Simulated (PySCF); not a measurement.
# Computed vibrations of EuH3(H2O)

EuH3(H2O) (singlet in the valence; each metal's 4f electrons, 6 of them, lie in its core potential, out of spins and levels). PySCF 2.14.0, RKS PBE0, Eu lcecp-1-SVP with ECP52, H def2-SVP, O def2-SVP; non-relativistic Hamiltonian with scalar-relativistic core potentials where named; density fitting; no spin-orbit coupling. Central differences of gradients.

```xyz
7

Eu    0.1296   -0.1636    0.1241
H     0.4942    1.9022    0.4705
H    -0.8241   -1.2205    1.5932
H     1.5334   -1.1853   -0.9600
O    -1.1926    1.3599   -1.0979
H    -0.5915    1.9825   -0.5467
H    -1.3512    1.7636   -1.9582
```

Run from Python with OMP_NUM_THREADS=2. Where DIIS fails, smearing, a level shift and second-order steps follow.
It took 98 s on 2 threads of Arm Neoverse V1, with other jobs on the host.

Question: What are the harmonic wavenumbers and infrared intensities?

Answer: Negative numbers are unstable modes, those under 60 cm⁻¹ near the noise; a finer grid moves soft modes by up to 10 cm⁻¹.
| cm⁻¹ | km/mol | symmetry |
| --- | --- | --- |
| 164 | 95.3 |  |
| 215 | 227.2 |  |
| 266 | 245.5 |  |
| 286 | 26.8 |  |
| 436 | 65.3 |  |
| 526 | 493.0 |  |
| 554 | 466.7 |  |
| 709 | 279.4 |  |
| 967 | 85.8 |  |
| 1299 | 600.8 |  |
| 1404 | 1003.0 |  |
| 1451 | 301.3 |  |
| 1571 | 117.5 |  |
| 2822 | 630.8 |  |
| 3919 | 191.0 |  |

Question: Is this a minimum?

Answer: Yes. Ideal gas at 298.15 K and 1 bar: S = 328.6 J/(mol K), Cp = 85.5 J/(mol K), H − H(0 K) = 17.5 kJ/mol (rigid rotor, harmonic modes, spin degeneracy alone, that of the 4f electrons in the core included).

An lcecp potential fixes the number of 4f electrons, so in runs with it no electron can move into or out of that shell.
